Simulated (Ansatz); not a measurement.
## Ligand exchange: Sc(CH3)(NH2)2 + GaH2(NH2) → Sc(NH2)3 + GaH2(CH3)

Species: Sc(CH3)(NH2)2, singlet; GaH2(NH2), singlet; Sc(NH2)3, singlet; GaH2(CH3), singlet. The partners trade CH3 for NH2: Sc–CH3 and Ga–NH2 bonds give way to Sc–NH2 and Ga–CH3.

Shapes, held fixed at every level: PBE0-D4/def2-TZVP. Flexible molecules stand in one conformer, not always the lowest. Programs: Ansatz 0.2.0. Electronic energies: no zero-point or thermal term.

```csv
level,kind,ΔE (kJ/mol),less CCSD(T)/def2-TZVPP
HF/def2-SVP,Hartree–Fock,-50.1,+3.5
SPW92/def2-TZVPP,LDA,-49.6,+4.0
BHLYP-D4/def2-TZVPP,global hybrid,-55.0,-1.4
wB97X-V/def2-TZVPP,range-separated hybrid,-52.9,+0.7
MP2/def2-TZVPP,perturbation theory,-55.3,-1.7
CCSD/def2-SVP,coupled cluster or CI,-44.6,+9.0
CCSD/def2-TZVPP,coupled cluster or CI,-53.7,-0.1
CCSD(T)/def2-TZVPP,coupled cluster or CI,-53.6,0.0
```

The highest level, CCSD(T)/def2-TZVPP, gives ΔE = -53.6 kJ/mol; the levels span -55.3 to -44.6. The column of differences is taken from that level and isn't an error. No measured value is set beside it here. Relativity is left out for Ga. Outer-core shells of Ga, Sc are correlated, in sets that cover them unevenly.
